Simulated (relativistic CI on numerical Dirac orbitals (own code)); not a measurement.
## Ions with 22 electrons, Sm XLI to Tl LX

Calculated at this level of theory: Dirac-Coulomb-Breit CI, separate exchange-only KLI orbitals for each configuration, model QED, unscaled Slater integrals (own radial code, finite nucleus).

Configurations in the expansion (outside the closed core [Ne]): 3s2 3p6 3d4, 3s2 3p6 3d2 4s2, 3s2 3p5 3d5, 3s 3p6 3d5, 3s2 3p6 3d3 4s, 3p6 3d6, 3s2 3p6 3d3 4p. Levels of other configurations are missing.

Energies above each ion's lowest level, in eV. Levels are followed by their leading LS label, which can pass from one level to another where the coupling changes.

| Ion | 3s2 3p6 3d4 3P_0 | 3s2 3p6 3d4 5D_1 | 3s2 3p6 3d4 3F_4 | 3s2 3p6 3d4 5D_2 | 3s2 3p6 3d4 5D_3 | 3s2 3p6 3d4 5D_0 | 3s2 3p6 3d4 5D_2' |
| --- | --- | --- | --- | --- | --- | --- | --- |
| Sm XLI | 0 | 23.545 | 33.659 | 33.661 | 37.106 | 54.871 | 57.422 |
| Eu XLII | 0 | 25.9 | 36.198 | 36.523 | 39.969 | 59.674 | 62.023 |
| Gd XLIII | 0 | 28.409 | 38.888 | 39.528 | 42.973 | 64.791 | 66.944 |
| Tb XLIV | 0 | 31.08 | 41.735 | 42.682 | 74.407 | 70.235 | 72.198 |
| Dy XLV | 0 | 33.917 | 44.746 | 45.991 | 80.251 | 76.016 | 77.798 |
| Ho XLVI | 0 | 36.928 | 47.927 | 49.462 | 86.45 | 82.149 | 83.756 |
| Er XLVII | 0 | 40.118 | 51.285 | 53.102 | 93.016 | 88.645 | 90.086 |
| Tm XLVIII | 0 | 43.496 | 54.826 | 56.917 | 99.961 | 95.518 | 96.799 |
| Yb XLIX | 0 | 47.066 | 58.559 | 60.915 | 107.3 | 102.78 | 103.91 |
| Lu L | 0 | 50.838 | 62.489 | 65.104 | 115.04 | 110.45 | 111.43 |
| Hf LI | 0 | 54.817 | 66.625 | 69.492 | 123.2 | 118.54 | 119.38 |
| Ta LII | 0 | 59.011 | 70.973 | 74.086 | 131.8 | 127.06 | 127.76 |
| W LIII | 0 | 63.428 | 75.541 | 78.895 | 140.84 | 136.03 | 136.6 |
| Re LIV | 0 | 68.076 | 80.337 | 83.926 | 150.35 | 145.46 | 145.91 |
| Os LV | 0 | 72.962 | 85.368 | 89.189 | 160.33 | 155.37 | 155.7 |
| Ir LVI | ? | ? | ? | ? | ? | ? | ? |
| Pt LVII | 0 | 83.48 | 96.17 | 100.44 | 181.8 | 176.69 | 176.79 |
| Au LVIII | 0 | 89.129 | 101.96 | 106.45 | 193.32 | 188.14 | 188.12 |
| Hg LIX | 0 | 95.049 | 108.01 | 112.72 | 205.38 | 200.13 | 200.01 |
| Tl LX | 0 | 101.25 | 114.34 | 119.27 | 218 | 212.68 | 212.45 |

Fill in the row of Ir LVI.

3s2 3p6 3d4 3P_0 0, 3s2 3p6 3d4 5D_1 78.093, 3s2 3p6 3d4 3F_4 90.643, 3s2 3p6 3d4 5D_2 94.691, 3s2 3p6 3d4 5D_3 170.81, 3s2 3p6 3d4 5D_0 165.78, 3s2 3p6 3d4 5D_2' 165.99 (eV).

The lowest level keeps the configuration 3s2 3p6 3d4 and J = 0 throughout.

Between Z = 78 and 81 the energy of 3s2 3p6 3d4 5D_1 follows a local power law Z^5.1. For orientation: electrostatic splittings inside a shell grow about linearly with the screened charge, excitations that change n as its square, and fine structure as its fourth power; written in Z itself the exponents are larger, since the screened charge grows faster in proportion.
